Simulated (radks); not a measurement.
Values are calculated unless marked as measured or tabulated.
Ionisation of Fe+, [Ar] 3d6 4s1, to Fe2+, [Ar] 3d6, under several functionals. Scalar-relativistic Kohn-Sham, spin-polarised, spherical densities, finite nucleus; open shells are filled with parallel spins first; a radial shooting solver on a logarithmic mesh with Libxc functionals.

functional         E(Fe+) (hartree)  Exc (hartree)  IE (eV)  -e(HOMO) (eV)  <r> HOMO (bohr)  IE error (eV)
RPBE                    -1272.49320      -55.76067   16.725         12.971            2.664         +0.526
PW91                    -1272.63250      -55.90346   16.939         13.159            2.651         +0.740
exchange-only LDA       -1267.88742      -51.05265   16.397         11.814            1.143         +0.198
OLYP                    -1272.82950      -56.15647   16.391         12.666            2.660         +0.192
Wu-Cohen GGA            -1271.88622      -55.14328   16.873         13.154            2.639         +0.674
HCTH/407                -1273.05774      -56.41818   16.648         13.104            2.617         +0.449
AM05                    -1270.18880      -53.41185   16.780         13.077            2.642         +0.581
PBEsol                  -1271.10785      -54.34590   16.823         13.103            2.642         +0.623

NIST Atomic Spectra Database: 16.199 eV (measured). Closest: OLYP. The Delta-SCF values span 0.55 eV, the total energies 5.17 hartree. The highest occupied level is 4s. Open shells are spherical and high-spin; term and fine-structure splittings are not resolved.
